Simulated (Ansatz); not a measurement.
Ga4O6⁺. The state is a doublet with charge 1. Geometry PBE-D4/def2-SVP, that of the neutral singlet; atoms count from 1.

```csv
atom,x (Å),y (Å),z (Å)
Ga1,0.984,0.800,-0.818
Ga2,-0.043,1.828,1.371
Ga3,-0.292,-2.508,-1.234
Ga4,-1.424,-0.374,0.886
O5,1.251,-1.133,-0.839
O6,1.573,1.956,0.533
O7,1.334,-0.338,-2.216
O8,-0.844,1.070,-0.258
O9,-1.501,-1.981,0.189
O10,-1.037,0.680,2.386
```

The structure comes from a short search, and lower isomers may exist.

Estimate the Mulliken populations from the PBE0/def2-TZVP orbitals of Ansatz.


```csv
atom,charge (e),spin (α − β)
Ga1,0.82,0.00
Ga2,0.78,0.00
Ga3,0.84,0.74
Ga4,0.81,0.02
O5,-0.31,0.13
O6,-0.41,0.01
O7,-0.26,0.00
O8,-0.44,0.00
O9,-0.43,0.10
O10,-0.41,0.01
```
Mulliken values depend strongly on the basis.

Where does the spin sit?

Summed by element: Ga 0.76, O 0.24, of 1 unpaired in all. Largest on single atoms: Ga3 0.74, O5 0.13, O9 0.10.

And the Mayer bond orders between heavy atoms (over 0.3)?

Ga1–O5 0.52 (1.95 Å); Ga1–O6 0.97 (1.87 Å); Ga1–O7 0.92 (1.84 Å); Ga1–O8 0.71 (1.93 Å); Ga2–O6 1.18 (1.82 Å); Ga2–O8 0.64 (1.97 Å); Ga2–O10 1.14 (1.83 Å); Ga3–O5 0.59 (2.10 Å); Ga3–O9 0.91 (1.94 Å); Ga4–O8 0.73 (1.93 Å); Ga4–O9 1.21 (1.75 Å); Ga4–O10 1.01 (1.87 Å); O5–O7 0.83 (1.59 Å).
